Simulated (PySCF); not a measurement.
Stepwise substitution at one centre (Al I-H). Gas-phase values, no solvent. Strings in code marks are SMILES.

The S1 excitation (TDA) from two functionals at the same geometries (B3LYP-D3(BJ)/def2-TZVP), both in PySCF: PBE-D3(BJ)/def2-TZVP and ωB97X-D3(BJ)/def2-TZVP. Excitations are Tamm–Dancoff values on a coarser integration grid. The basis has no diffuse functions, so Rydberg states are missing or too high.

```tsv
species	ωB97X-D3(BJ)/def2-TZVP (eV)
0 of 3 I replaced by H (`[I][Al]([I])[I]`)	5.23
1 of 3 I replaced by H (`[I][AlH][I]`)	5.22
2 of 3 I replaced by H (`[AlH2][I]`)	5.01
```

Question: What does PBE-D3(BJ)/def2-TZVP give for each?

Answer: 
- 0 of 3 I replaced by H (`[I][Al]([I])[I]`): 4.00
- 1 of 3 I replaced by H (`[I][AlH][I]`): 4.08
- 2 of 3 I replaced by H (`[AlH2][I]`): 3.96
Over these rows, drawn at random from the members with no instability flagged (it was tested for open shells, ions and some series alone), PBE minus ωB97X-D3(BJ): mean -1.14 eV, from -1.23 eV to -1.05 eV.
